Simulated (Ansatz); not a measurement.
Steps of a relaxation of `F[Si](F)(Cl)S[SiH2]Cl` with RKS PBE0-D4/def2-TZVP.

```sh
$ ansatz run in.yaml --threads 2 --pin off --events-out ev --progress --plain --max-ram 32768MiB --backend cuda --devices 0, --max-vram 18GiB
```

```yaml
crystal:
  periodic: [false, false, false]
  atoms:
    - {symbol: F, position_ang: [-2.706780, 1.269210, -0.703490]}
    - {symbol: Si, position_ang: [-1.238240, 0.667770, -0.804000]}
    - {symbol: F, position_ang: [-0.344630, 1.977090, -0.586830]}
    - {symbol: Cl, position_ang: [-0.903170, -0.044800, -2.621260]}
    - {symbol: S, position_ang: [-0.981140, -0.648200, 0.825500]}
    - {symbol: Si, position_ang: [1.184440, -0.730930, 1.038920]}
    - {symbol: Cl, position_ang: [2.026760, -1.517740, -0.592650]}
    - {symbol: H, position_ang: [1.655110, 0.627180, 1.250110]}
    - {symbol: H, position_ang: [1.307640, -1.599590, 2.193710]}
basis:
  gaussian: {orbitals: def2-TZVP}
hamiltonian: {xc: pbe0, dispersion: d4}
relax: {f_tol: 0.005, max_steps: 150}
```

Positions (Å) and forces (eV/Å) along the path, 15 of 16 steps:

```xyz
9
step=1 energy=-57091.0845 eV
F    -2.707    1.269   -0.703    0.189   -0.551   -0.172
Si   -1.238    0.668   -0.804   -0.165    1.407    1.318
F    -0.345    1.977   -0.587    0.040   -0.623   -0.219
Cl   -0.903   -0.045   -2.621    0.084   -0.303   -0.548
S    -0.981   -0.648    0.826    0.199   -0.016   -0.267
Si    1.184   -0.731    1.039   -1.375    0.399    0.067
Cl    2.027   -1.518   -0.593    0.492   -0.346   -0.635
H     1.655    0.627    1.250    0.318    0.347    0.070
H     1.308   -1.600    2.194    0.218   -0.314    0.387
9
step=2 energy=-57091.1836 eV
F    -2.714    1.265   -0.730    0.264   -0.363    0.000
Si   -1.232    0.697   -0.753   -0.303    0.939    0.033
F    -0.329    2.000   -0.581   -0.048   -0.604   -0.006
Cl   -0.867   -0.092   -2.567    0.024   -0.016   -0.038
S    -1.039   -0.666    0.827    0.309    0.079   -0.050
Si    1.110   -0.713    1.012   -0.081   -0.082    0.062
Cl    2.059   -1.516   -0.608   -0.063   -0.004   -0.055
H     1.682    0.625    1.234   -0.076    0.109   -0.026
H     1.330   -1.601    2.165   -0.026   -0.058    0.081
9
step=3 energy=-57091.2047 eV
F    -2.713    1.262   -0.718    0.193   -0.266   -0.037
Si   -1.233    0.701   -0.759   -0.112    0.604   -0.012
F    -0.304    1.976   -0.570   -0.038   -0.362   -0.058
Cl   -0.868   -0.090   -2.577   -0.037    0.057    0.043
S    -1.021   -0.664    0.813    0.023   -0.050    0.059
Si    1.112   -0.714    1.021    0.059    0.003   -0.034
Cl    2.040   -1.513   -0.621   -0.043    0.030    0.077
H     1.653    0.645    1.230   -0.026   -0.038   -0.013
H     1.333   -1.603    2.181   -0.019    0.020   -0.027
9
step=4 energy=-57091.2139 eV
F    -2.708    1.249   -0.712   -0.017   -0.089   -0.014
Si   -1.230    0.705   -0.759   -0.013    0.157   -0.001
F    -0.284    1.955   -0.572    0.057   -0.073   -0.013
Cl   -0.880   -0.075   -2.584   -0.023    0.020    0.007
S    -1.016   -0.667    0.811   -0.069   -0.025    0.016
Si    1.111   -0.711    1.024    0.073    0.010   -0.009
Cl    2.033   -1.510   -0.618   -0.003    0.014    0.043
H     1.642    0.653    1.226   -0.003   -0.051    0.002
H     1.331   -1.600    2.185   -0.002    0.037   -0.031
9
step=5 energy=-57091.2163 eV
F    -2.710    1.245   -0.708   -0.046   -0.007   -0.009
Si   -1.232    0.707   -0.762    0.025   -0.026    0.023
F    -0.268    1.940   -0.572    0.045    0.027   -0.011
Cl   -0.895   -0.065   -2.593   -0.017    0.010    0.004
S    -1.019   -0.670    0.807   -0.023   -0.013   -0.008
Si    1.109   -0.709    1.024    0.029    0.009    0.002
Cl    2.040   -1.507   -0.611    0.001    0.001    0.007
H     1.642    0.652    1.229   -0.006   -0.012    0.001
H     1.331   -1.593    2.186   -0.009    0.011   -0.008
9
step=6 energy=-57091.2167 eV
F    -2.710    1.242   -0.705   -0.011    0.015    0.010
Si   -1.230    0.707   -0.761    0.010   -0.025    0.003
F    -0.258    1.936   -0.578    0.002    0.008    0.009
Cl   -0.905   -0.059   -2.596   -0.003   -0.009   -0.012
S    -1.018   -0.675    0.805   -0.007    0.007   -0.016
Si    1.111   -0.708    1.025   -0.008    0.005    0.000
Cl    2.044   -1.506   -0.609    0.007   -0.001    0.002
H     1.639    0.653    1.231    0.004    0.002    0.001
H     1.328   -1.591    2.188    0.005   -0.002    0.003
9
step=7 energy=-57091.2170 eV
F    -2.703    1.253   -0.697   -0.009    0.008    0.004
Si   -1.229    0.703   -0.764    0.011   -0.012    0.006
F    -0.246    1.924   -0.583    0.002    0.002    0.004
Cl   -0.922   -0.061   -2.602   -0.004   -0.007    0.000
S    -1.019   -0.683    0.798   -0.001    0.006   -0.018
Si    1.109   -0.706    1.027   -0.007    0.006   -0.001
Cl    2.052   -1.495   -0.606    0.005    0.002    0.001
H     1.631    0.657    1.239    0.001   -0.001    0.000
H     1.328   -1.591    2.188    0.003   -0.003    0.004
9
step=8 energy=-57091.2172 eV
F    -2.674    1.307   -0.664    0.089   -0.042   -0.014
Si   -1.226    0.691   -0.773   -0.008    0.048   -0.021
F    -0.185    1.869   -0.611   -0.059   -0.063   -0.021
Cl   -1.002   -0.087   -2.621   -0.013    0.038    0.051
S    -1.024   -0.719    0.769    0.020    0.013    0.008
Si    1.102   -0.700    1.035    0.014    0.040   -0.028
Cl    2.091   -1.434   -0.599   -0.022    0.002    0.022
H     1.593    0.671    1.276   -0.015   -0.023    0.010
H     1.324   -1.598    2.187   -0.006   -0.013   -0.008
9
step=10 energy=-57091.2182 eV
F    -2.664    1.312   -0.669   -0.042    0.026    0.002
Si   -1.224    0.688   -0.777    0.059   -0.072    0.015
F    -0.172    1.855   -0.633    0.005    0.028   -0.004
Cl   -1.015   -0.108   -2.616   -0.008    0.003   -0.006
S    -1.023   -0.704    0.783   -0.028   -0.004   -0.008
Si    1.101   -0.697    1.040    0.005    0.056    0.011
Cl    2.081   -1.396   -0.611    0.006   -0.010   -0.015
H     1.588    0.669    1.313    0.009   -0.015    0.006
H     1.327   -1.620    2.170   -0.005   -0.011   -0.001
9
step=11 energy=-57091.2189 eV
F    -2.655    1.324   -0.669    0.002    0.000    0.001
Si   -1.221    0.682   -0.782    0.004    0.013   -0.014
F    -0.159    1.843   -0.656   -0.001   -0.009    0.000
Cl   -1.038   -0.129   -2.617   -0.002    0.000    0.004
S    -1.025   -0.698    0.787    0.012   -0.009    0.013
Si    1.101   -0.690    1.047   -0.011   -0.011   -0.014
Cl    2.080   -1.359   -0.618   -0.003    0.008    0.005
H     1.593    0.665    1.352    0.003    0.018   -0.001
H     1.324   -1.638    2.157   -0.004   -0.009    0.005
9
step=12 energy=-57091.2193 eV
F    -2.625    1.358   -0.659    0.062   -0.025   -0.012
Si   -1.213    0.668   -0.789   -0.015    0.070   -0.036
F    -0.112    1.798   -0.694   -0.054   -0.060   -0.005
Cl   -1.091   -0.170   -2.619   -0.004    0.023    0.043
S    -1.031   -0.701    0.790    0.024   -0.002    0.004
Si    1.094   -0.680    1.057    0.012   -0.025   -0.024
Cl    2.085   -1.275   -0.632   -0.027    0.014    0.052
H     1.574    0.669    1.413   -0.005   -0.005   -0.004
H     1.319   -1.666    2.134    0.008    0.008   -0.017
9
step=13 energy=-57091.2195 eV
F    -2.628    1.356   -0.661    0.022   -0.007   -0.003
Si   -1.215    0.670   -0.790    0.011    0.029   -0.017
F    -0.115    1.800   -0.694   -0.026   -0.025    0.000
Cl   -1.090   -0.165   -2.620   -0.004    0.006    0.017
S    -1.030   -0.700    0.789    0.003   -0.008    0.007
Si    1.094   -0.682    1.058    0.019   -0.004   -0.014
Cl    2.085   -1.281   -0.628   -0.011    0.005    0.016
H     1.574    0.668    1.409   -0.006   -0.007    0.001
H     1.324   -1.666    2.136   -0.007    0.010   -0.009
9
step=14 energy=-57091.2196 eV
F    -2.623    1.361   -0.658    0.006    0.002   -0.002
Si   -1.214    0.669   -0.791   -0.005   -0.003    0.007
F    -0.110    1.793   -0.696   -0.002    0.000    0.000
Cl   -1.098   -0.167   -2.620    0.000   -0.001   -0.003
S    -1.030   -0.704    0.787    0.005    0.002   -0.004
Si    1.094   -0.681    1.058   -0.007    0.000    0.005
Cl    2.088   -1.275   -0.627    0.002    0.000   -0.002
H     1.569    0.670    1.413    0.000   -0.002    0.000
H     1.323   -1.666    2.134    0.002    0.002   -0.001
9
step=15 energy=-57091.2197 eV
F    -2.616    1.369   -0.656    0.007    0.000   -0.001
Si   -1.213    0.666   -0.793   -0.006   -0.003    0.006
F    -0.100    1.782   -0.705   -0.002    0.002    0.000
Cl   -1.111   -0.175   -2.621    0.000   -0.001   -0.001
S    -1.031   -0.705    0.786    0.004    0.002   -0.004
Si    1.093   -0.679    1.060   -0.002    0.001    0.005
Cl    2.090   -1.258   -0.628    0.001    0.000   -0.004
H     1.564    0.670    1.426   -0.002   -0.002   -0.001
H     1.324   -1.671    2.129   -0.001    0.001    0.000
9
step=16 energy=-57091.2197 eV
F    -2.614    1.371   -0.655    0.003    0.001    0.000
Si   -1.212    0.665   -0.793   -0.002   -0.003    0.001
F    -0.098    1.780   -0.706    0.000    0.003    0.000
Cl   -1.114   -0.176   -2.621    0.000   -0.001   -0.001
S    -1.030   -0.706    0.785   -0.001   -0.001    0.000
Si    1.093   -0.679    1.060   -0.004    0.004   -0.001
Cl    2.090   -1.255   -0.628    0.002   -0.001    0.001
H     1.562    0.670    1.428    0.001   -0.001    0.000
H     1.323   -1.672    2.129    0.001   -0.001   -0.001
```

Run time 61 s (2 threads of an AMD EPYC 7R13 on a shared host and a share of an NVIDIA H100 80 GB); peak host memory 0.95 GiB.
